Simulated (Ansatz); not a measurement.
Gas-phase electronic energies from Ansatz, PBE0-D4/def2-TZVP geometries. CBS: MP2 limit from def2 TZ/QZ plus the TZ coupled-cluster correction, frozen cores. This one scheme is used for every species. DFT in def2-TZVPP. B3LYP here is the variant with VWN-RPA as its local correlation; programs differ in this. One conformer a species, not always the lowest.

Reaction (ligand exchange at the Si–O bond): `[NH2][Al]([NH2])[O][SiH3]` + `OC(S)S` → `OC(S)S[SiH3]` + `[NH2][Al]([NH2])[OH]`

```json
{"level": "B3LYP-D4", "ΔE (kcal/mol)": "13.8"}
{"level": "ωB97M-V", "ΔE (kcal/mol)": "13.2"}
{"level": "MP2/def2-QZVPP", "ΔE (kcal/mol)": "12.5"}
{"level": "HF/CBS(def2)", "ΔE (kcal/mol)": "20.0"}
```

**Question.** What does CCSD(T)/CBS give? (Best estimate.)

**Answer.** The calculation gave: +12.8 kcal/mol. The listed levels differ from it by 1.0, 0.4, -0.3, 7.2 kcal/mol.

Largest T1 diagnostic among the species: 0.012.

The D4 term adds −1.1 kcal/mol with B3LYP and −0.6 kcal/mol with PBE0; it sums over pairs of atoms, weighted by their polarisabilities, and B3LYP, whose exchange is more repulsive, gets the larger term. In def2-TZVPP, CCSD(T) changes the Hartree–Fock value by −5.7 kcal/mol (the triples alone add −1.1 kcal/mol) and MP2 by −6.6 kcal/mol.
